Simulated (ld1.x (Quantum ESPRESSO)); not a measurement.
# u(r) = r·R(r): atom against pseudo-atom (In)

Columns: radius, all-electron u(r) and pseudo u(r) of the 5p shell (level -8.43 eV) of indium in the configuration [Kr] 4d10 5s2 5p0; PBE, scalar-relativistic, TM semilocal scheme, ld1.x (Quantum ESPRESSO) 7.5.

```tsv
r (bohr)	all-electron	pseudo
0.138	-0.0149	-0.0028
0.275	-0.1574	-0.0110
0.413	0.0102	-0.0249
0.550	0.1884	-0.0446
0.688	0.2608	-0.0704
0.825	0.2333	-0.1022
0.963	0.1448	-0.1406
1.100	0.0306	-0.1848
1.238	-0.0889	-0.2351
1.375	-0.2003	-0.2895
1.513	-0.2996	-0.3470
1.650	-0.3833	-0.4041
1.788	-0.4526	-0.4588
1.925	-0.5074	-0.5074
2.062	-0.5494	-0.5479
2.200	-0.5802	-0.5791
2.338	-0.6008	-0.6004
2.475	-0.6127	-0.6126
2.613	-0.6171	-0.6171
2.750	-0.6153	-0.6153
2.888	-0.6082	-0.6082
3.025	-0.5968	-0.5968
3.162	-0.5821	-0.5821
3.300	-0.5646	-0.5646
3.438	-0.5451	-0.5451
3.575	-0.5243	-0.5243
```

Question: How many radial nodes do the two functions have?

Answer: The all-electron 5p function has n − l − 1 = 3 (the table is too coarse to show those close to the nucleus); the pseudo-wave has 0, since the states of the same l below it are removed with the core.

Question: At about which radius was the pseudo-wave matched?

Answer: 2.75 bohr. The columns agree to 0.0005 from 2.34 bohr on; several derivatives are matched, so the curves merge somewhat inside the radius.

Question: Where does each function peak?

Answer: Outermost all-electron maximum near 2.61 bohr, pseudo maximum near 2.61 bohr (to the table’s step).

Question: Is the pseudo-wave norm-conserving?

Answer: Yes: the TM semilocal scheme keeps the norm inside the radius equal to the all-electron one, which fixes the energy derivative of the logarithmic derivative at the level.
